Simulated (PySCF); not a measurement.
Task: What does the PBE0-D3(BJ)/def2-SVP structure of `[SiH3]/C(=C\C)C#C` look like in three dimensions?

Result: 
```xyz
14
C5H8Si angstrom
C      2.7344    0.4313    1.4856
C      1.6715    0.2432    0.9269
C      0.4402    0.0740    0.2304
Si     0.0947    1.2765   -1.1931
C     -0.4285   -0.9000    0.5849
C     -1.7411   -1.1784   -0.0568
H      3.6715    0.5835    1.9875
H      1.2542    2.2006   -1.3392
H     -0.1089    0.5357   -2.4766
H     -1.1414    2.0747   -0.9234
H     -0.1527   -1.5536    1.4227
H     -1.7745   -2.2113   -0.4428
H     -2.5589   -1.0968    0.6792
H     -1.9661   -0.4973   -0.8904
```

Orientation and origin are arbitrary. Atoms count from 1 in this order. Si4 (SiH3 silicon) is tetrahedral (angles from 107.8° to 110.8°). The 6 heavy atoms lie in one plane (0.001 Å rms). Of the pairs four or more bonds apart, Si4···H14 is among the closest relative to their van der Waals radii: 2.74 Å, 83 % of the sum of Bondi's values. The C–C distances run from 1.215 Å (C1≡C2, drawn triple) to 1.487 Å (C5–C6, drawn single), a spread of 0.272 Å.

Bonds between heavy atoms (Å): C1≡C2 1.215, C2–C3 1.425, C3–Si4 1.895, C3=C5 1.352, C5–C6 1.487.

Method used: PBE0-D3(BJ)/def2-SVP geometry optimisation, gas phase in PySCF 2.14.0.

Not checked by PBE0-D3(BJ)/def2-SVP frequencies.
